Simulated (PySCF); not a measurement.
## Basis and Hamiltonian dependence of the ionisation energy of Kr⁺

Kr⁺ [Ar] 3d10 4s2 4p5 (2P) → Kr²⁺ [Ar] 3d10 4s2 4p4 (3P). Calculated with PySCF 2.14 from differences of total energies of unrestricted determinants, without spin-orbit coupling. Values in eV.

```
                                                                         basis       Hamiltonian  functions     UHF     PBE    PBE0  MP2 (valence)  CCSD(T) (valence)  CCSD(T) (valence and next inner shell)
                                                      cc-pVDZ-PP with ECP10MDF               ECP         23  23.267     n/a     n/a         23.818             23.782                                     n/a
                                                  aug-cc-pVDZ-PP with ECP10MDF               ECP         32  23.246  24.265  24.315         23.853             23.835                                     n/a
                                                      cc-pVTZ-PP with ECP10MDF               ECP         39  23.269     n/a     n/a         24.089             24.120                                     n/a
                                                                  ANO-RCC-VTZP     spin-free X2C         43  23.231  24.311  24.348         24.059             24.096                                  24.140
                                                                    cc-pVTZ-DK     spin-free X2C         43  23.229     n/a     n/a         24.043             24.076                                     n/a
                                                                     def2-TZVP  non-relativistic         48  23.246     n/a     n/a         24.062             24.095                                     n/a
                                                                   x2c-TZVPall     spin-free X2C         48  23.252     n/a     n/a         24.075             24.110                                     n/a
                                                                  x2c-TZVPPall     spin-free X2C         48  23.252  24.326  24.366         24.075             24.110                                  24.138
                x2c-TZVPPall with one added diffuse shell each of s, p, d type     spin-free X2C         57  23.237  24.313  24.353         24.061             24.096                                  24.124
aug-cc-pVTZ-PP with one added diffuse shell each of s, d, f type with ECP10MDF               ECP         68  23.240  24.255  24.308         24.089             24.126                                     n/a
                                                                  x2c-QZVPPall     spin-free X2C         97  23.227  24.304  24.342         24.184             24.246                                     n/a
                                                                   def2-QZVPPD  non-relativistic         98  23.222  24.303  24.341         24.174             24.234                                     n/a
                                                  aug-cc-pV5Z-PP with ECP10MDF               ECP        136  23.231  24.251  24.302         24.257                n/a                                     n/a
```

Estimate the row for cc-pVDZ-DK (spin-free X2C, 27 functions).

From the rows with the same Hamiltonian and similar size; the calculation gives UHF 23.32; MP2 (valence) 23.87; CCSD(T) (valence) 23.84 (eV).

Frozen in the all-electron rows: valence: [Ar] 3d10; valence and next inner shell: [Ne]; with a core potential, the same shells as far as they lie outside it.

Non-relativistic rows lack the scalar-relativistic shift.

Between the lowest levels the reference is 24.360 eV (measured; NIST Atomic Spectra Database, ionization energies); it includes spin-orbit coupling, which these numbers lack.
